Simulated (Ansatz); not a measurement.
Geometry optimisation, Ansatz, RKS B3LYP-D4/def2-SVP.

Input file:

```yaml
crystal:
  periodic: [false, false, false]
  atoms:
    - { symbol: B, position_ang: [-1.067937, 0.497677, -1.3525] }
    - { symbol: H, position_ang: [-0.230826, 0.082407, -2.05491] }
    - { symbol: Cl, position_ang: [-2.401885, -0.537401, -0.879776] }
    - { symbol: Cl, position_ang: [-1.029052, 2.1758, -0.841725] }
    - { symbol: H, position_ang: [0.638001, -0.361169, -0.388293] }
    - { symbol: Si, position_ang: [0.946885, -0.443585, 1.024774] }
    - { symbol: H, position_ang: [2.103805, 0.446558, 1.321382] }
    - { symbol: H, position_ang: [1.281471, -1.855356, 1.365131] }
    - { symbol: H, position_ang: [-0.240463, -0.00493, 1.806018] }
basis:
  gaussian: { orbitals: def2-SVP }
hamiltonian:
  xc: b3lyp
  dispersion: d4
relax:
  f_tol: 0.03
  max_steps: 50
```

Command:

```bash
$ ansatz run input.yaml --threads 2 --pin off --max-ram 3072MiB --backend cpu --events-out ev --progress --plain --runs-dir out
```

Q: Where does it end, and by what steps?

A: It converged. The force dipped under the threshold on the way, but the program's further checks kept it going. After 19 steps the energy has fallen by 0.165 eV; H2 moved furthest, 0.87 Å.

```csv
step,energy less start (eV),largest force component (eV/Å),accepted
0,0.0000,0.949,yes
1,-0.0949,0.263,yes
2,-0.0471,0.829,no
3,-0.1170,0.216,yes
4,-0.1356,0.265,yes
5,-0.1484,0.224,yes
6,-0.1569,0.184,yes
7,-0.1592,0.035,yes
8,-0.1599,0.014,yes
9,-0.1529,0.313,no
10,-0.1578,0.176,no
11,-0.1596,0.092,no
12,-0.1603,0.019,yes
13,-0.1613,0.104,yes
14,-0.1615,0.090,yes
15,-0.1628,0.010,yes
16,-0.1637,0.092,yes
17,-0.1642,0.071,yes
18,-0.1410,0.357,no
19,-0.1648,0.004,yes
```

```xyz
9
Properties=species:S:1:pos:R:3
B -1.278 0.676 -1.610
H -0.762 0.413 -2.657
Cl -2.524 -0.365 -0.967
Cl -0.781 2.109 -0.736
H 0.958 -0.872 -0.257
Si 1.068 -0.563 1.198
H 1.930 0.637 1.383
H 1.679 -1.730 1.896
H -0.290 -0.304 1.750
```

Whether the end is a true minimum wasn't checked by a vibrational analysis.

The run took 39 s on 2 threads of AMD EPYC 7R43 64-Core Processor (Zen 3) (shared host), peak memory 0.2 GiB.
